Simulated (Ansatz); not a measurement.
This singlet lies 1.22 eV below the relaxed triplet at the level frozen-core CCSD(T)/cc-pVTZ // PBE0-D3(BJ)/def2-SVP (Ansatz, a program for electronic structure).

Cartesian coordinates (Å):
```xyz
7

C     -0.9832    -0.2322     0.3301
Si     0.0384     1.3630     0.2955
C      1.6989     0.5081    -0.0078
N      2.7697     0.0901    -0.1940
H     -0.6162    -0.8992     1.1313
H     -0.8545    -0.7946    -0.6121
H     -2.0530    -0.0352     0.4898
```
Charge 0, spin multiplicity 1.

All values below come from frozen-core CCSD(T)/cc-pVTZ // PBE0-D3(BJ)/def2-SVP run with Ansatz. The restricted HF reference is unstable towards unrestricted orbitals.

The HF energy comes out as -420.87511 Ha and the MP2 correlation energy comes out as -0.60976 Ha.

Problem. Estimate the CCSD correlation energy, the (T) correction, the total energy and the T1 diagnostic.

Solution. 
* **CCSD correlation energy**: -0.63636 Ha
* **(T) correction**: -0.03192 Ha
* **CCSD(T) total energy**: -421.54339 Ha
* **T1 diagnostic**: 0.014
